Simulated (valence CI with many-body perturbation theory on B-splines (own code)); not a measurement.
**Sb XXVIII in brief**

Computed by valence CI with perturbative core correlation (CI+MBPT): six valence electrons over a frozen Dirac-Fock core [Ar], a basis of 7 s, 7 p, 8 d, 6 f, 4 g, 1 h functions for each j, with the one-electron correlation potential Σ1 (screened to all orders), the two-electron term Σ2, the three-electron term Σ3, Breit, model QED; selected single and double excitations, second order for the rest, scaled by the run's own slope (own B-spline code, finite nucleus).

The last digits are not significant, and no measured levels were compared; by estimate large intervals hold to a few tenths of a per cent, small ones and those within an open d or f shell to about a per cent. Core correlation moves these levels by up to 10000 cm⁻¹, and in measured spectra 5 to 20 % of such shifts remained as error; rates that hang on mixing are uncertain with them. Among the levels kept, up to 940 cm⁻¹ of a level comes from second order outside the variational space, and about a tenth of that is noise between levels of different J, which matters for small intervals. Only levels of the ground parity were solved; by the run's estimate the other parity begins above the list, which can be wrong where configurations are misplaced.

Levels are named by their leading jj configuration (3d3/2^4 stands for four electrons in 3d with j = 3/2), which in mixed levels can hold well under half, so a name can repeat and another be missing.

Rates and lifetimes use the calculated energies. Strong lines usually hold to 10 to 20 %, long lifetimes can be off by a factor of two.

Task: What is the ground level?

Result: (3d3/2^4 3d5/2^2) J=4, composition 70 % 3d6 5D + 24 % 3d6 3F + 3 % 3d6 1G, g = 1.403.

Task: Name the longest-lived excited levels whose lifetime is computed, and their main decay.

Result: (3d3/2^3 3d5/2^3) J=6 at 123200 cm⁻¹ lives 311 s, mostly by E2 to (3d3/2^4 3d5/2^2) J=4; (3d3/2^4 3d5/2^2) J=2 at 34168 cm⁻¹ lives 311 s, mostly by E2 to (3d3/2^4 3d5/2^2) J=4; (3d3/2^4 3d5/2^2) J=0 at 70859 cm⁻¹ lives 72.8 s, mostly by E2 to (3d3/2^4 3d5/2^2) J=2.

Task: How well does LS coupling describe the low levels?

Result: Among the lowest 20 levels the leading LS term, summed over configurations, holds 57 % on average. For single configurations the figures are 57 % in LS and 69 % in jj coupling. Terms mix most in the J = 4 level at 95097 cm⁻¹, where the leading one holds 25 %.

Task: What is the ionisation energy?

Result: 1518.3 eV; NIST lists 1518 ± 4 eV (theoretical).
